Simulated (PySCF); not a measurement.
## Substituent effects on chemical shifts

Parent skeleton `[CH:1]1=[CH:2][CH2:3][SiH2:4][CH2:5]1`; one hydrogen on atom 3 is replaced by X. Hydrogens on one atom are averaged.

Theoretical values (PySCF): GFN2-xTB geometry, σ from GIAO-PBE0/pcSseg-1. One averaged value for each set of equivalent atoms, single conformer, non-relativistic Hamiltonian, no solvent model.

Referencing at the same level of theory: 13C (σ = 186.93 ppm) and 29Si (σ = 349.16 ppm) and 1H (σ = 31.72 ppm) vs TMS.

Parent (X = H): C1 138.7, C2 138.7, C3 17.0, Si4 -36.2, C5 17.0, H(C1) 6.13, H(C2) 6.13, H(C3) 1.79, H(Si4) 4.32 ppm. Effects are Δδ = δ(X) − δ(H), positive for deshielding.

**Question.** Order these by the shift of H(C2), most shielded first.
A. X = CH2CN
B. X = OSiH3
C. X = CHF2
D. X = NHCOCH3
E. X = CH=NH
F. X = tBu

**Answer.** E (-0.34 ppm), D (-0.21 ppm), C (-0.06 ppm), F (+0.06 ppm), B (+0.19 ppm), A (+0.35 ppm).

**Question.** Order these by the shift of H(C3), most shielded first.
A. X = OSiH3
B. X = iPr
C. X = OC2H5
D. X = NHCOCH3
E. X = CHF2
F. X = CH=NH

**Answer.** B (+0.72 ppm), E (+1.13 ppm), F (+1.41 ppm), D (+1.66 ppm), C (+2.65 ppm), A (+2.91 ppm).
